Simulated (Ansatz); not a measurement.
Consider the cleavage of the B–Si bond: `OB[Si](F)([SiH3])Cl` + `OCO` → `OBOCO` + `F[SiH]([SiH3])Cl`.

Program: Ansatz. Geometries: PBE0-D4/def2-TZVP. ΔE: electronic, gas phase. CBS: MP2 limit from def2 TZ/QZ plus the TZ coupled-cluster correction, frozen cores. This one scheme is used for every species. DFT in def2-TZVPP. One conformer a species, not always the lowest.

Task: Is it downhill or uphill in electronic energy at CCSD(T)/CBS, and by how much? (Best estimate.)

Result: The calculation gave: Downhill: ΔE = -1.55 eV.

Task: What do these levels give: PBE0-D4, B2PLYP, PBE, MP2/def2-TZVPP, SCS-MP2/def2-TZVPP, HF/def2-QZVPP? (Estimate.)

Result: The calculation gave: PBE0-D4 -1.47, B2PLYP -1.61, PBE -1.43, MP2/def2-TZVPP -1.62, SCS-MP2/def2-TZVPP -1.63, HF/def2-QZVPP -1.76 eV.

Largest T1 diagnostic among the species: 0.013.

In def2-TZVPP, CCSD(T) changes the Hartree–Fock value by +0.18 eV (the triples alone add +0.02 eV) and MP2 by +0.13 eV. From PBE to PBE0 (25 % exact exchange), in def2-TZVPP and without D4, ΔE moves by −0.06 eV. The D4 term adds +0.05 eV with B3LYP and +0.03 eV with PBE0; it sums over pairs of atoms, weighted by their polarisabilities, and B3LYP, whose exchange is more repulsive, gets the larger term.

B3LYP here is the variant with VWN-RPA as its local correlation; programs differ in this.
